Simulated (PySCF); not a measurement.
Computed shifts of a molecule CH9ClOSi3, PBE/pcSseg-1 (PySCF), GIAO, gas phase, atoms alike by connectivity averaged where their shifts nearly agree, in ppm (number of nuclei): ¹³C: 2.4 (1). ²⁹Si: 11.9 (1), -9.5 (1), -110.0 (1). ¹H: 6.64 (1), 5.77 (2), 4.04 (3), 0.96 (3). References: ¹³C against TMS (σ = 182.0 ppm); ²⁹Si against TMS (σ = 335.4 ppm); ¹⁷O against H2O (σ = 334.3 ppm); ³⁵Cl against HCl (σ = 936.5 ppm); ¹H against TMS (σ = 31.49 ppm), references at their B3LYP-D3(BJ)/def2-TZVP geometries, non-relativistic (without spin–orbit terms, shifts of atoms bonded to Cl or Br come out too high). The structure is a stationary point at PBE-D3(BJ)/def2-SVP. Other conformers were not sampled.

Task: Pick the molecule that these values belong to.
(A) C[SiH2][Si@@H](O)[SiH2]Cl
(B) C[SiH2]O[Si@H]([SiH3])Cl
(C) [SiH3]C[Si@H](Cl)O[SiH3]
(D) C[Si@H]([SiH3])O[SiH2]Cl

Result: B, C[SiH2]O[Si@H]([SiH3])Cl
